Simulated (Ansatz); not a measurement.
GeEt(NMe2)3 (C₈H₂₃GeN₃), relaxed as a singlet with RKS r2SCAN-D4/def2-SVP in Ansatz, starting from the GFN2-xTB geometry. Force threshold 0.03 eV/Å.

Start:

```csv
atom,x (Å),y (Å),z (Å)
Ge1,0.006,-0.132,-0.209
C2,0.877,-0.641,-1.962
C3,2.322,-0.174,-2.044
H4,0.308,-0.234,-2.796
H5,0.829,-1.728,-2.035
H6,2.760,-0.446,-3.004
H7,2.385,0.905,-1.927
H8,2.915,-0.632,-1.256
N9,0.921,-0.589,1.332
C10,1.107,-1.992,1.630
C11,2.050,0.205,1.765
H12,2.034,-2.391,1.195
H13,0.265,-2.555,1.235
H14,1.156,-2.136,2.714
H15,1.914,1.231,1.432
H16,2.113,0.190,2.858
H17,3.002,-0.172,1.368
N18,-1.555,-1.148,-0.037
C19,-2.443,-1.283,-1.168
C20,-2.287,-1.096,1.209
H21,-2.995,-2.225,-1.087
H22,-1.863,-1.299,-2.089
H23,-3.177,-0.468,-1.229
H24,-1.585,-0.948,2.027
H25,-3.029,-0.287,1.227
H26,-2.815,-2.043,1.362
N27,-0.101,1.731,-0.063
C28,-0.379,2.534,-1.232
C29,-0.733,2.279,1.117
H30,-1.455,2.639,-1.429
H31,0.091,2.087,-2.105
H32,0.035,3.537,-1.089
H33,-0.539,1.623,1.963
H34,-0.315,3.268,1.331
H35,-1.819,2.390,0.997
```

```
step  energy (eV)  largest force component (eV/Å)  SCF passes
   1  -69635.2730                           1.064          21
   2  -69635.4206                           0.473          20
   3  -69635.4390                           0.117          20
   4  -69635.4417                           0.072          20
   5  -69635.4439                           0.066          20
   6  -69635.4452                           0.031          20
   7  -69635.4456                           0.021          20
```

Force components are those of the run's own axes.

End:

Cartesian coordinates in Å:
```
Ge -0.008 -0.140 -0.238
C 0.807 -0.572 -1.965
C 2.263 -0.107 -2.028
H 0.214 -0.141 -2.790
H 0.741 -1.668 -2.078
H 2.735 -0.369 -2.989
H 2.348 0.984 -1.902
H 2.861 -0.570 -1.227
N 0.980 -0.619 1.234
C 1.064 -2.003 1.638
C 2.067 0.198 1.719
H 2.006 -2.493 1.303
H 0.218 -2.573 1.222
H 1.028 -2.102 2.743
H 1.982 1.221 1.321
H 2.060 0.260 2.828
H 3.065 -0.199 1.428
N -1.559 -1.122 -0.039
C -2.396 -1.408 -1.180
C -2.291 -1.046 1.205
H -2.917 -2.378 -1.051
H -1.796 -1.482 -2.100
H -3.185 -0.641 -1.354
H -1.602 -0.830 2.038
H -3.081 -0.262 1.203
H -2.793 -2.009 1.426
N -0.135 1.696 -0.076
C -0.339 2.540 -1.229
C -0.684 2.250 1.141
H -1.413 2.734 -1.452
H 0.112 2.096 -2.129
H 0.138 3.529 -1.078
H -0.502 1.569 1.988
H -0.207 3.221 1.385
H -1.780 2.435 1.082
```

By distances, no bond broke or formed. The bond that changes most is Ge1–C2, from 2.02 to 1.96 Å (atoms count from 1).

No frequencies were taken in this run, so the end may be a saddle point.

Run time 87 s (4 threads of Arm Neoverse V1 on a shared host).
